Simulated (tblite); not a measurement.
Compound: isopropylcyclohexane, C9H18.
SMILES with atom numbers: `[CH3:1][CH:2]([CH3:3])[CH:4]1[CH2:5][CH2:6][CH2:7][CH2:8][CH2:9]1` (hydrogens: H10, H11, H12 on C1; H13 on C2; H14, H15, H16 on C3; H17 on C4; H18, H19 on C5; H20, H21 on C6; H22, H23 on C7; H24, H25 on C8; H26, H27 on C9)

Cartesian coordinates in Å at the GFN2-xTB level; atoms count from 1:
```
atom  x, y, z in Å
C1    -1.960    1.327    0.824
C2    -1.694   -0.138    0.485
C3    -2.670   -0.596   -0.600
C4    -0.234   -0.429    0.086
C5     0.283    0.432   -1.068
C6     1.682   -0.021   -1.478
C7     2.645    0.079   -0.299
C8     2.130   -0.739    0.881
C9     0.725   -0.291    1.272
H10   -1.842    1.956   -0.055
H11   -1.287    1.680    1.600
H12   -2.980    1.441    1.184
H13   -1.896   -0.733    1.385
H14   -2.487   -1.633   -0.875
H15   -2.576    0.020   -1.491
H16   -3.694   -0.514   -0.242
H17   -0.201   -1.477   -0.239
H18    0.324    1.477   -0.757
H19   -0.387    0.358   -1.926
H20    2.043    0.594   -2.305
H21    1.639   -1.056   -1.825
H22    2.738    1.126    0.001
H23    3.635   -0.273   -0.595
H24    2.806   -0.627    1.732
H25    2.110   -1.797    0.608
H26    0.366   -0.890    2.112
H27    0.763    0.751    1.597
```

All values are computed: GFN2-xTB (tblite) harmonic vibrations without scaling, gas phase. The method is semi-empirical: single wavenumbers can be off by several per cent or more. One conformer, not necessarily the lowest.

Harmonic wavenumbers (cm⁻¹): 51.9, 117.2, 202.4, 210.8, 231.2, 240.8, 273.6, 306.3, 357.7, 415.1, 433.5, 469.1, 513.5, 584.8, 813.5, 824.4, 887.9, 900.4, 930.4, 937.2, 947.8, 969.6, 979.3, 988.4, 1027.6, 1072.5, 1076.1, 1094.8, 1115.3, 1140.5, 1149.0, 1176.8, 1196.5, 1211.3, 1239.5, 1254.7, 1256.2, 1293.2, 1298.4, 1334.2, 1340.1, 1342.6, 1355.3, 1357.5, 1365.1, 1376.3, 1408.3, 1422.7, 1481.9, 1488.5, 1492.5, 1494.3, 1498.9, 1506.0, 1507.9, 1512.6, 1515.8, 2905.4, 2910.7, 2957.1, 2959.0, 2962.9, 2965.9, 2972.7, 2978.5, 2980.4, 2982.9, 2987.0, 2990.8, 3024.5, 3029.2, 3030.1, 3038.5, 3044.0, 3048.0.

A = 2871, B = 1021, C = 915.8 MHz; mass 126.141 u (most abundant isotopes); point group C1, symmetry number 1.

Zero-point energy?

½Σν̃ = 55379 cm⁻¹ = 662.48 kJ/mol.

Entropy at 500 K, 1 bar (ideal gas, RRHO, classical rotation)?

Translation 179.93, rotation 128.50, vibration 206.22: S = 514.7 J/(mol K).

And Cp and H(500 K) − H(0)?

Cp = 285.66 J/(mol K), of which vibrations give 252.40 (their classical limit is 75 R = 623.6); H(500 K) − H(0) = 74.48 kJ/mol without the zero-point energy, 57.85 from vibrations.

Which modes carry the vibrational entropy at 500 K?

51.9 cm⁻¹: 24.13; 117.2 cm⁻¹: 17.39; 202.4 cm⁻¹: 12.93; 210.8 cm⁻¹: 12.60; 231.2 cm⁻¹: 11.85; 240.8 cm⁻¹: 11.53 J/(mol K); the other 69 give 115.79 together.

Blend soft modes into free rotors: weight 1/[1 + (100 cm⁻¹/ν̃)⁴] for the oscillator and the rest for a rotor with moment μB/(μ + B), μ = h/(8π²ν), B = 10⁻⁴⁴ kg m². What vibrational entropy results?

197.79 J/(mol K) in place of 206.22, which changes −T·S at 500 K by +4.22 kJ/mol.

How do the functions run with temperature in this model?

```tsv
T (K)	S (J/(mol K))	Cp (J/(mol K))	H − H(0) (kJ/mol)	G − H(0) (kJ/mol)	ln q(vib)
150	312.4	95.1	9.01	-37.85	2.07
250	371.6	142.4	20.81	-72.10	4.36
298.15	399.0	169.3	28.30	-90.65	5.54
400	457.2	230.0	48.64	-134.25	8.16
600	571.1	333.5	105.50	-237.15	13.71
900	727.7	437.8	222.45	-432.49	22.35
```

q(vib) and H(0) count from the zero-point level.

What must be added to the electronic energy to get the Gibbs energy at 500 K and 1 bar?

ZPE + [H(500 K) − H(0)] − T·S = 662.48 + 74.48 − 257.33 = 479.63 kJ/mol.

Hindered rotation and anharmonicity are outside this model. Other conformers, if any are populated, would add a mixing term that is left out. The structure is chiral; the term R ln 2 for an equal mix with its mirror image is left out.
